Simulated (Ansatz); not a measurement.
Geometry optimisation, DFT PBEsol, scalar-relativistic, plane waves, PAW in Ansatz 0.2.0.

Input file:

```yaml
crystal:
  lattice:
    - [8.004449, 0.0, 0.0]
    - [4.002224, 6.932056, 0.0]
    - [0.0, 0.0, 18.174753]
  atoms:
    - { symbol: H, position: [0.16666667, 0.16666667, 0.05502138] }
    - { symbol: H, position: [0.66666666, 0.16666667, 0.05502138] }
    - { symbol: H, position: [0.16666669, 0.66666666, 0.05502138] }
    - { symbol: H, position: [0.66666668, 0.66666666, 0.05502138] }
    - { symbol: Ge, position: [0.16666667, 0.16666667, 0.14030452] }
    - { symbol: Ge, position: [0.66666666, 0.16666667, 0.14030452] }
    - { symbol: Ge, position: [0.16666669, 0.66666666, 0.14030452] }
    - { symbol: Ge, position: [0.66666668, 0.66666666, 0.14030452] }
    - { symbol: Ge, position: [-0.16666665, 0.33333333, 0.18525427] }
    - { symbol: Ge, position: [0.33333334, 0.33333333, 0.18525427] }
    - { symbol: Ge, position: [-0.16666662, 0.83333333, 0.18525427] }
    - { symbol: Ge, position: [0.33333336, 0.83333333, 0.18525427] }
    - { symbol: Ge, position: [-0.16666665, 0.33333333, 0.32010353] }
    - { symbol: Ge, position: [0.33333334, 0.33333333, 0.32010353] }
    - { symbol: Ge, position: [-0.16666662, 0.83333333, 0.32010353] }
    - { symbol: Ge, position: [0.33333336, 0.83333333, 0.32010353] }
    - { symbol: Ge, position: [0.0, 0.0, 0.36505328] }
    - { symbol: Ge, position: [0.49999999, 0.0, 0.36505328] }
    - { symbol: Ge, position: [2.0e-08, 0.5, 0.36505328] }
    - { symbol: Ge, position: [0.50000001, 0.5, 0.36505328] }
    - { symbol: H, position: [2.0e-08, 0.5, 0.4497862] }
    - { symbol: H, position: [0.50000001, 0.5, 0.4497862] }
    - { symbol: "N", position: [1.24228515, -0.01014256, 0.50370716] }
    - { symbol: "N", position: [1.12144047, -0.0481505, 0.50920929] }
basis:
  ecutwfc: 420.0
kpoints:
  mp_grid: { grid: [2, 2, 1] }
hamiltonian:
  xc: pbesol
  pseudopotentials: { kind: paw, azcp: { folder: soft_1 } }
scf:
  occupations: { method: gaussian, width: 0.05 }
  lower_state_search: "off"
relax:
  f_tol: 0.03
  max_steps: 60
  adjacent_minimum: "off"
  constraints: [{ sites: [0, 1, 2, 3, 4, 5, 6, 7] }]
```

Run as:

```bash
$ ansatz run input.yaml --threads 4 --pin off --max-ram 10240MiB --backend cpu --events-out ev --progress --plain --runs-dir out
```

Question: Where does it end, and by what steps?

Answer: It converged. The force dipped under the threshold on the way, but the program's further checks kept it going. Limits of this set-up: coarse k mesh, thin slab, slab without dipole correction, no dispersion correction for a molecule that may bind weakly, PAW files made for another functional, a typed lattice constant that wasn't relaxed here. After 35 steps the energy has fallen by 0.847 eV; N23 moved furthest, 1.64 Å.

```
step  energy less start (eV)  largest force component (eV/Å)  accepted
   0                  0.0000                           4.828       yes
   2                 -0.3115                           4.800       yes
   4                 -0.4796                           5.747       yes
   6                 -0.7717                           1.043       yes
   8                 -0.8162                           0.692       yes
  10                 -0.8359                           0.164       yes
  12                 -0.8359                           0.164       yes
  14                 -0.8433                           0.042       yes
  16                 -0.8454                           0.291       yes
  18                 -0.8444                           0.152        no
  20                 -0.8465                           0.092       yes
  22                 -0.8467                           0.071       yes
  24                 -0.8469                           0.120       yes
  26                 -0.8471                           0.004       yes
  28                 -0.8471                           0.032       yes
  30                 -0.8472                           0.053       yes
  32                 -0.8473                           0.033       yes
  34                 -0.8474                           0.043       yes
  35                 -0.8473                           0.023       yes
```

```xyz
24
Lattice="8.0044 0.0000 0.0000 4.0022 6.9321 0.0000 0.0000 0.0000 18.1748" Properties=species:S:1:pos:R:3
H 2.001 1.155 1.000
H 6.003 1.155 1.000
H 4.002 4.621 1.000
H 8.004 4.621 1.000
Ge 2.001 1.155 2.550
Ge 6.003 1.155 2.550
Ge 4.002 4.621 2.550
Ge 8.004 4.621 2.550
Ge -0.006 2.314 3.305
Ge 3.997 2.309 3.359
Ge 1.989 5.777 3.340
Ge 5.974 5.793 3.401
Ge 0.113 2.279 5.728
Ge 4.083 2.131 5.782
Ge 1.974 5.764 5.783
Ge 6.341 5.711 5.877
Ge 0.164 -0.144 5.872
Ge 4.142 0.003 7.112
Ge 2.118 3.427 6.506
Ge 6.054 3.360 6.515
H 2.010 3.421 8.056
H 6.123 3.328 8.067
N 8.751 0.575 10.134
N 8.278 0.261 9.192
```

Whether the end is a true minimum wasn't checked by a vibrational analysis.

Time of the run: 3.6 min on 4 threads of Intel(R) Xeon(R) Platinum 8175M CPU @ 2.50GHz (Skylake/Cascade Lake), on a shared host, peak memory 2.8 GiB.
